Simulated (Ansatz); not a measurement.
`C=N[SiH](N)F` and `B[SiH2][SiH](N)F` differ in one atom or group.

Ansatz, PBE0-D4/def2-TZVP geometries, multiplicity 1. Each molecule was computed in one conformer, which needn't be the lowest.

```tsv
property	`C=N[SiH](N)F`
LUMO energy (B3LYP/def2-TZVPP) / eV	-1.34
HOMO energy (PBE/def2-TZVPP) / eV	-5.78
HOMO energy (ωB97M-V/def2-TZVPP) / eV	-9.58
HOMO–LUMO gap (ωB97M-V/def2-TZVPP) / eV	10.72
HOMO–LUMO gap (B3LYP/def2-TZVPP) / eV	5.67
HOMO energy (B3LYP/def2-TZVPP) / eV	-7.01
```

Question: What does the change do to each property? (Estimate.)

Answer: Ansatz gave: 
| property | `B[SiH2][SiH](N)F` | shift |
| --- | --- | --- |
| LUMO energy (B3LYP/def2-TZVPP) / eV | -2.68 | -1.34 |
| HOMO energy (PBE/def2-TZVPP) / eV | -6.59 | -0.81 |
| HOMO energy (ωB97M-V/def2-TZVPP) / eV | -9.78 | -0.20 |
| HOMO–LUMO gap (ωB97M-V/def2-TZVPP) / eV | 9.19 | -1.53 |
| HOMO–LUMO gap (B3LYP/def2-TZVPP) / eV | 4.87 | -0.80 |
| HOMO energy (B3LYP/def2-TZVPP) / eV | -7.55 | -0.54 |

With PBE0 the HOMO falls by 0.52 eV and the LUMO falls by 1.42 eV, so the gap narrows by about 0.90 eV. PBE moves the HOMO by -0.81 eV and ωB97M-V by -0.20 eV. The zero-point energy changes by 17.7 kJ/mol with +6 modes.

Positive LUMOs are unbound, so they and the gaps depend on the basis.

B3LYP here is the variant with VWN-RPA as its local correlation; programs differ in this.
